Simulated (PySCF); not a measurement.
## Magnetisability and related constants of `InChI=1S/C9H12/c1-3-8-6-5-7-9(8)4-2/h3-6,8-9H,1-2,7H2/t8-,9-/m1/s1`

Method: GIAO B3LYP/pcSseg-1 magnetisability, rotational g tensor and spin-rotation constants, non-relativistic, gas phase (PySCF 2.14.0). Geometry: GFN2-xTB.

Input:
```
{"job": {"kind": "mag", "xc": "B3LYP", "basis": "pcSseg-1", "isotopologues": 0}, "charge": 0, "multiplicity": 1}
C      2.711556     0.982499     0.121395
C      1.849724     0.170528    -0.461413
C      0.650033    -0.414984     0.211533
C      0.589232    -1.915307     0.099139
C     -0.594471    -2.343953    -0.299240
C     -1.557355    -1.219740    -0.527901
C     -0.676503     0.046709    -0.460655
C     -1.315208     1.166111     0.290128
C     -1.465387     2.392362    -0.174839
H      3.560547     1.388644    -0.402178
H      2.601916     1.277105     1.152634
H      1.977110    -0.112914    -1.498714
H      0.660554    -0.126827     1.269830
H      1.443353    -2.522320     0.346334
H     -0.889054    -3.371185    -0.433661
H     -2.075220    -1.305785    -1.484352
H     -2.319170    -1.212357     0.257550
H     -0.448457     0.380403    -1.476809
H     -1.654457     0.916215     1.288081
H     -1.925233     3.173154     0.406881
H     -1.132432     2.668588    -1.162025
```
Coordinates are in Å.

Command: `OMP_NUM_THREADS=1 python excited_run.py task.json out`

**Question.** Show the output.

**Answer.** Atoms count from 0.
```
coarse grid: 17216 points
cycle   1  E = -349.9262439050  dE =  1.171e+00  |g| = 5.179e-01  |ddm| = 4.144e+00
cycle   2  E = -349.9188590728  dE =  7.385e-03  |g| = 5.518e-01  |ddm| = 1.016e+00
cycle   3  E = -350.0016381186  dE = -8.278e-02  |g| = 4.011e-02  |ddm| = 5.703e-01
cycle   4  E = -350.0017101380  dE = -7.202e-05  |g| = 3.520e-02  |ddm| = 8.504e-02
cycle   5  E = -350.0020038593  dE = -2.937e-04  |g| = 9.608e-03  |ddm| = 3.829e-02
cycle   6  E = -350.0020249696  dE = -2.111e-05  |g| = 3.053e-03  |ddm| = 9.049e-03
cycle   7  E = -350.0020272363  dE = -2.267e-06  |g| = 2.867e-04  |ddm| = 2.632e-03
final grid: 165336 points
cycle   8  E = -350.0791254451  dE = -5.758e-05  |g| = 7.074e-03  |ddm| = 3.864e-02
cycle   9  E = -350.0791215028  dE =  3.942e-06  |g| = 8.051e-03  |ddm| = 1.459e-02
cycle  10  E = -350.0791386709  dE = -1.717e-05  |g| = 1.305e-03  |ddm| = 8.752e-03
cycle  11  E = -350.0791390892  dE = -4.182e-07  |g| = 3.080e-04  |ddm| = 1.412e-03
cycle  12  E = -350.0791391110  dE = -2.185e-08  |g| = 9.287e-05  |ddm| = 2.801e-04
cycle  13  E = -350.0791391129  dE = -1.874e-09  |g| = 2.661e-05  |ddm| = 1.016e-04
cycle  14  E = -350.0791391131  dE = -1.598e-10  |g| = 8.194e-06  |ddm| = 2.816e-05
converged SCF energy = -350.0791391131

Magnetisability tensor (1e-30 J/T^2)
    -1351.74       24.07      -50.44
       24.07    -1307.13       29.82
      -50.44       29.82    -1283.38
isotropic -1314.08   principal values   -1393.20  -1297.39  -1251.66
isotropic susceptibility -79.136 1e-6 cm^3/mol

Inertial axes            a          b          c
rot. const./GHz      1.7409     1.7347     0.9389
chi total           -80.120    -80.120    -77.167
chi diamagnetic    -834.278   -834.278  -1425.654
chi paramagnetic    754.158    754.158   1348.487
quadrupole/D A       -0.737     -0.737      1.475
g nuclear            0.6019     0.5998     0.5849
g electronic        -0.6168    -0.6146    -0.5948
g total             -0.0149    -0.0148    -0.0099

Spin-rotation constants (kHz, H = +C I.J)
atom  isotope        aa         bb         cc
  9     1H       -0.073     -0.073     -0.042
 10     1H       -0.171     -0.170      0.063
 11     1H       -0.175     -0.175      0.079
 12     1H       -0.178     -0.178      0.036
 13     1H       -0.007     -0.007     -0.107
 14     1H       -0.002     -0.002     -0.110
 15     1H       -0.148     -0.147     -0.001
 16     1H       -0.125     -0.125     -0.031
 17     1H       -0.183     -0.182      0.031
 18     1H       -0.171     -0.171      0.077
 19     1H       -0.070     -0.070     -0.046
 20     1H       -0.170     -0.169      0.062
  0    13C*       0.572      0.296      0.386
  1    13C*       0.620      0.377      0.457
  2    13C*       0.379      0.378      0.221
  3    13C*       0.868      0.555      0.185
  4    13C*       0.773      0.633      0.175
  5    13C*       0.329      0.290      0.208
  6    13C*       0.353      0.352      0.208
  7    13C*       0.608      0.396      0.455
  8    13C*       0.571      0.301      0.382
* in the singly substituted isotopologue
```

It took 74 s wall time on 1 thread of an Arm Neoverse N1, shared host, peak memory 1.1 GiB.
